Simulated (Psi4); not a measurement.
H2O2Zn, charge +1, doublet, geometry from GFN2-xTB (such geometries of metal compounds can be far from the true shape) (a state made from the parent by changing its charge; the spin is typed, not shown lowest); Psi4 with HF/cc-pVDZ.

Here is a job for Psi4.
```
memory 2 GB

molecule mol {
1 2
  Zn   -0.000028    0.184102    0.034168
  O     1.253567   -0.164068   -1.100299
  H     1.916814    0.381806   -1.565116
  O    -1.253460   -0.548318    0.968087
  H    -1.916841   -0.205776    1.597785
}

set basis cc-pvdz
set reference uhf
set damping_percentage 50

energy('scf')
print_variables()
```

It wrote (shortened):

```
   => Loading Basis Set <=

    Name: CC-PVDZ
    Role: ORBITAL
    Keyword: BASIS

         ---------------------------------------------------------
                                   SCF
               by Justin Turney, Rob Parrish, Andy Simmonett
                          and Daniel G. A. Smith
                              UHF Reference
         ---------------------------------------------------------

  ==> Geometry <==

    Molecular point group: c1
    Full point group: C1

    Geometry (in Angstrom), charge = 1, multiplicity = 2:

       Center              X                  Y                   Z               Mass
    ------------   -----------------  -----------------  -----------------  -----------------
         ZN          -0.000026919980     0.178462144664     0.033121016746    63.929142010000
         O            1.253568080020    -0.169707855336    -1.101345983254    15.994914619570
         H            1.916815080020     0.376166144664    -1.566162983254     1.007825032230
         O           -1.253458919980    -0.553957855336     0.967040016746    15.994914619570
         H           -1.916839919980    -0.211415855336     1.596738016746     1.007825032230

  Running in c1 symmetry.

  Rotational constants: A =      2.61245  B =      0.17152  C =      0.16096 [cm^-1]
  Rotational constants: A =  78319.27089  B =   5142.11956  C =   4825.30968 [MHz]
  Nuclear repulsion =  180.983088193629868

  Charge       = 1
  Multiplicity = 2
  Electrons    = 47
  Nalpha       = 24
  Nbeta        = 23

  ==> Algorithm <==

  SCF Algorithm Type is DF.
  DIIS enabled.
  MOM disabled.
  Fractional occupation disabled.
  Guess Type is SAD.
  Energy threshold   = 1.00e-06
  Density threshold  = 1.00e-06
  Integral threshold = 1.00e-12

  ==> Primary Basis <==

  Basis Set: CC-PVDZ
    Blend: CC-PVDZ
    Number of shells: 33
    Number of basis functions: 81
    Number of Cartesian functions: 89
    Spherical Harmonics?: true
    Max angular momentum: 3

   => Loading Basis Set <=

    Name: (CC-PVDZ AUX)
    Role: JKFIT
    Keyword: DF_BASIS_SCF

  ==> Integral Setup <==

  SCF_SUBTYPE=INCORE selected. In-core MEM_DF algorithm will be used.
  Using in-core AOs.

  ==> MemDFJK: Density-Fitted J/K Matrices <==

    J tasked:                   Yes
    K tasked:                   Yes
    wK tasked:                   No
    Algorithm:                 Core
    Schwarz Cutoff:           1E-12
    Mask sparsity (%):       0.2439
[...]
   @DF-UHF iter  89: -1928.38869229522948    3.78133e-04   4.41325e-05 DIIS/DAMP=50%
   @DF-UHF iter  90: -1928.38892241900794   -2.30124e-04   4.04121e-05 DIIS/DAMP=50%
   @DF-UHF iter  91: -1928.38888330864052    3.91104e-05   3.97501e-05 DIIS/DAMP=50%
   @DF-UHF iter  92: -1928.38895112669684   -6.78181e-05   3.77932e-05 DIIS/DAMP=50%
   @DF-UHF iter  93: -1928.38870096749292    2.50159e-04   3.88947e-05 DIIS/DAMP=50%
   @DF-UHF iter  94: -1928.38905246582431   -3.51498e-04   3.53203e-05 DIIS/DAMP=50%
   @DF-UHF iter  95: -1928.38894151180034    1.10954e-04   3.92880e-05 DIIS/DAMP=50%
   @DF-UHF iter  96: -1928.38907968610692   -1.38174e-04   3.82555e-05 DIIS/DAMP=50%
   @DF-UHF iter  97: -1928.38891376366814    1.65922e-04   3.82817e-05 DIIS/DAMP=50%
   @DF-UHF iter  98: -1928.38902173798306   -1.07974e-04   3.45332e-05 DIIS/DAMP=50%
   @DF-UHF iter  99: -1928.38903698095328   -1.52430e-05   3.37666e-05 DIIS/DAMP=50%
   @DF-UHF iter 100: -1928.38912012510536   -8.31442e-05   3.23958e-05 DIIS/DAMP=50%

PsiException: Could not converge SCF iterations in 100 iterations.

  Failed to converge.

Traceback (most recent call last):
  File "psi4", line 375, in <module>
  File "<string>", line 27, in <module>
  File "site-packages/psi4/driver/driver.py", line 533, in energy
  File "site-packages/psi4/driver/procrouting/proc.py", line 2760, in run_scf
  File "site-packages/psi4/driver/procrouting/proc.py", line 2047, in scf_helper
  File "site-packages/psi4/driver/procrouting/scf_proc/scf_iterator.py", line 93, in scf_compute_energy
  File "site-packages/psi4/driver/procrouting/scf_proc/scf_iterator.py", line 86, in scf_compute_energy
  File "site-packages/psi4/driver/procrouting/scf_proc/scf_iterator.py", line 609, in scf_iterate

psi4.driver.p4util.exceptions.SCFConvergenceError: Could not converge SCF iterations in 100 iterations.

Printing out the relevant lines from the Psithon --> Python processed input file:
    ""","mol")
    core.IO.set_default_namespace("mol")
    core.set_global_option("BASIS", "cc-pvdz")
    core.set_global_option("REFERENCE", "uhf")
    core.set_global_option("DAMPING_PERCENTAGE", 50)
--> energy('scf')
    print_variables()

!-------------------------------------------------------!
!                                                       !
!  Could not converge SCF iterations in 100 iterations. !
!                                                       !
!-------------------------------------------------------!
```

Convergence was not reached.
